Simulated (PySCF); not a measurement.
# `InChI=1S/C8H10S/c1-4-5-6-7-8(2)9-3/h4H,1-3H3`

Geometry (Å), atoms numbered from 1 in this order:
```xyz
19

C     3.535   -1.159   -1.144
C     2.845   -0.166   -0.261
C     1.573    0.175   -0.342
C     0.334    0.501   -0.431
C    -0.901    0.832   -0.516
C    -2.177    1.173   -0.605
C    -2.680    2.299   -1.463
S    -3.458    0.336    0.272
C    -2.535   -0.922    1.166
H     3.953   -1.987   -0.547
H     4.383   -0.689   -1.669
H     2.850   -1.579   -1.893
H     3.458    0.311    0.518
H    -3.368    1.918   -2.235
H    -3.236    3.031   -0.855
H    -1.844    2.811   -1.956
H    -2.021   -1.599    0.470
H    -3.273   -1.487    1.752
H    -1.801   -0.462    1.842
```

Method: quadratic response CAM-B3LYP/aug-cc-pVDZ first hyperpolarisability, Taylor convention, gas phase (PySCF). Geometry: PBE0-D3(BJ)/def2-SVP.

(1) Give β for the processes computed.

(2) Which lowest excitations, dipole and polarisabilities go with it?

Answers

(1) In au, Taylor convention; the vector part is βᵢ = ⅓ Σⱼ (βᵢⱼⱼ + βⱼᵢⱼ + βⱼⱼᵢ); β∥ is 3/5 of the vector part along the dipole, the dipole points from − to +:
```tsv
process	λ (nm)	β vector norm	β∥	β HRS	depolarisation ratio
static β(0;0,0)	∞	268.8	-58.7	140.6	2.94
second harmonic β(−2ω;ω,ω)	1907	319.5	-78.3	163.0	3.08
Pockels β(−ω;ω,0)	1907	284.5	-64.7	–	–
second harmonic β(−2ω;ω,ω)	1064	485.2	-144.6	235.7	3.41
Pockels β(−ω;ω,0)	1064	323.5	-79.9	–	–
```

(2) S1 3.23 eV (f = 0.000); S2 4.06 eV (f = 0.000); S3 4.43 eV (f = 0.167); dipole 1.16 D; isotropic α 155.5 au static, 156.6 au at 1907 nm, 159.3 au at 1064 nm, 160.3 au at 953.5 nm, 173.1 au at 532 nm.
